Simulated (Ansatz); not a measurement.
Reaction (atomization): `CN[SiH](N)O` → C• + 8 H• + 2 N• + O• + Si•

Calculated with Ansatz (gas phase, PBE0-D4/def2-TZVP geometries, no zero-point term in ΔE). CCSD(T)/CBS adds triple-zeta CCSD(T) − MP2 to the extrapolated MP2 energy (def2 sets, frozen cores). This one scheme is used for every species, atoms too. DFT in def2-TZVPP. B3LYP here is the variant with VWN-RPA as its local correlation; programs differ in this. No spin–orbit coupling; open shells (•) take unrestricted orbitals. Spin–orbit coupling would lower the free atoms: a little for C, O, Si. Each species was taken in one conformer, which may not be the lowest.

(1) What is ΔE at CCSD(T)/CBS? (Best estimate.)

(2) What do these levels give: r2SCAN-D4, PBE0-D4, B3LYP-D4, ωB97M-V, r2SCAN, PBE0, B3LYP, MP2/def2-TZVPP, CCSD/def2-TZVPP, CCSD(T)/def2-TZVPP, SCS-MP2/def2-QZVPP, CCSD/CBS(def2)? (Best estimate.)

Largest T1 diagnostic among the species: 0.012.

## Answers

(1) Ansatz gave: +4812.7 kJ/mol.

(2) Ansatz gave: r2SCAN-D4 4780.6, PBE0-D4 4776.9, B3LYP-D4 4812.5, ωB97M-V 4824.0, r2SCAN 4774.2, PBE0 4755.8, B3LYP 4772.5, MP2/def2-TZVPP 4725.3, CCSD/def2-TZVPP 4596.6, CCSD(T)/def2-TZVPP 4662.2, SCS-MP2/def2-QZVPP 4839.4, CCSD/CBS(def2) 4747.1 kJ/mol.

From PBE to PBE0 (25 % exact exchange), in def2-TZVPP and without D4, ΔE moves by −86.4 kJ/mol: exact exchange takes away binding that semilocal exchange gives to molecules. In def2-TZVPP, CCSD(T) changes the Hartree–Fock value by +1286.2 kJ/mol (the triples alone add +65.5 kJ/mol) and MP2 by +1349.3 kJ/mol; breaking electron pairs costs correlation energy, which Hartree–Fock lacks.

For atomizations the MP2-based limit and the directly extrapolated one differ by several kJ/mol either way, and by 10 to 25 for some Ge, Se and Sn compounds, so smaller differences from it don't rank the levels.
